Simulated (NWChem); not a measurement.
Molecule: BeNH$_{2}$Cl; SMILES [NH2][Be][Cl]

```xyz
5

Be     0.0006     0.5382     0.0000
Cl     0.0014    -1.2805     0.0000
N     -0.0007     2.0308     0.0000
H     -0.0052     2.6197    -0.8260
H     -0.0052     2.6197     0.8260
```
Atoms are numbered in this order, from 1.

Program: NWChem. Geometry: optimised at PBE0/def2-SVP. Vzz is the largest principal value of the second derivative of the potential at the nucleus (NWChem prints the opposite sign); η is the asymmetry. Non-relativistic.

What does the run give for Hartree-Fock/def2-TZVP? Quantities: Vzz Be1 (a.u.); η Be1; Vzz Cl2 (a.u.); η Cl2; Vzz N3 (a.u.); η N3.


| Quantity | Result |
|---|---|
| Vzz Be1 (a.u.) | -0.197 |
| η Be1 | 0.34 |
| Vzz Cl2 (a.u.) | 1.034 |
| η Cl2 | 0.19 |
| Vzz N3 (a.u.) | -0.746 |
| η N3 | 0.79 |
